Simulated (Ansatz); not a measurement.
Isolated molecules relaxed with PBE0-D4/def2-TZVP in Ansatz; ΔE leaves out vibrations. CBS: MP2 limit from def2 TZ/QZ plus the TZ coupled-cluster correction, frozen cores. This one scheme is used for every species, atoms too. DFT in def2-TZVPP. B3LYP here is the variant with VWN-RPA as its local correlation; programs differ in this. HSE06 is defined as in plane-wave codes. Open shells (•) are unrestricted, without spin–orbit coupling. Spin–orbit coupling would lower the free atoms: a little for C, Si. One conformer a species, not always the lowest.

Reaction (atomization): `[SiH3]CC1C[SiH2]1` → 3 C• + 10 H• + 2 Si•

| level | ΔE (kJ/mol) |
| --- | --- |
| B97M-V | 5333.5 |
| B3LYP-D4 | 5306.5 |
| BHLYP-D4 | 5216.6 |
| ωB97M-V | 5324.5 |
| BLYP | 5184.7 |
| r2SCAN0 | 5272.2 |
| HSE06 | 5291.0 |
| MP2/CBS(def2) | 5334.2 |

Q: What does CCSD(T)/CBS give? (Best estimate.)

A: Ansatz gave: +5308.8 kJ/mol. The listed levels differ from it by 24.7, -2.3, -92.2, 15.7, -124.1, -36.6, -17.8, 25.4 kJ/mol.

Largest T1 diagnostic among the species: 0.012.

At CCSD(T), def2-SVP lies −263.2 kJ/mol from the extrapolated value and def2-TZVPP −121.5 kJ/mol: correlation converges slowly with the basis, and small sets miss more of it in the bonded molecule than in its fragments. From PBE to PBE0 (25 % exact exchange), in def2-TZVPP and without D4, ΔE moves by −32.2 kJ/mol: exact exchange takes away binding that semilocal exchange gives to molecules.

For atomizations the MP2-based limit and the directly extrapolated one differ by several kJ/mol either way, and by 10 to 25 for some Ge, Se and Sn compounds, so smaller differences from it don't rank the levels.
